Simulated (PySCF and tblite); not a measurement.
Results of a calculation; reference values are marked as such.
System: C6H5BCl2O2, numbered as in [CH3:1][c:2]1[cH:3][o:4][cH:5][c:6]([B:7]([Cl:8])[Cl:9])[c:10]1=[O:11].

The path came from a restrained scan, a climbing-image band and a saddle search at GFN2-xTB; energies are CAM-B3LYP/pcSseg-1 + D3(BJ)//GFN2-xTB, thermal terms GFN2-xTB. Rate constants are transition-state-theory values, counting equivalent paths, without tunnelling. (PySCF 2.14 with density fitting, tblite 0.8.)

Task: Estimate the barrier and the room-temperature rate of the rotation about the B7–C6 bond (torsion Cl8–B7–C6–C5 from -180° to 0°, rising).

Result: The electronic barrier is 3.0 kcal/mol and ΔG‡(298 K) 3.5 kcal/mol, over a Cs saddle with an imaginary mode of 29i cm⁻¹ (GFN2-xTB). With 2 equivalent paths, k is 3.2×10¹⁰ s⁻¹, a mean lifetime of the start of 32 ps against this motion.
